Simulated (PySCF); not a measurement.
B(H)(Me)(SeH) (CH₅BSe), SMILES CB[SeH].

The structure is a stationary point at PBE0-D3(BJ)/def2-SVP. Other conformers were not sampled.

Computed with TDA-PBE0/def2-SVPD (PySCF 2.14.0).

Vertical excitations. Isolated molecule, no solvent. State labels are in the subgroup Cs.

```csv
state,symmetry,energy (eV),λ (nm),f,main pairs
S1,A',5.95,208,0.220,HOMO→LUMO 90 %
S2,A",5.97,208,0.001,HOMO−1→LUMO 91 %
S3,A",6.08,204,0.015,HOMO→LUMO+1 87 %
S4,A",6.80,182,0.002,HOMO−2→LUMO 97 %
S5,A",7.09,175,0.055,HOMO→LUMO+2 91 %
S6,A',7.32,169,0.012,HOMO−1→LUMO+1 97 %
S7,A",7.51,165,0.016,HOMO→LUMO+3 94 %
S8,A",7.83,158,0.006,HOMO→LUMO+4 95 %
S9,A',8.07,154,0.007,HOMO→LUMO+5 96 %
S10,A",8.13,152,0.001,HOMO−3→LUMO 94 %
T1,A',4.38,283,0,HOMO→LUMO 99 %
T2,A",5.34,232,0,HOMO−1→LUMO 95 %
T3,A",5.65,220,0,HOMO→LUMO+1 87 %
T4,A",6.18,201,0,HOMO−2→LUMO 95 %
```
Triplets are in the Tamm–Dancoff approximation.
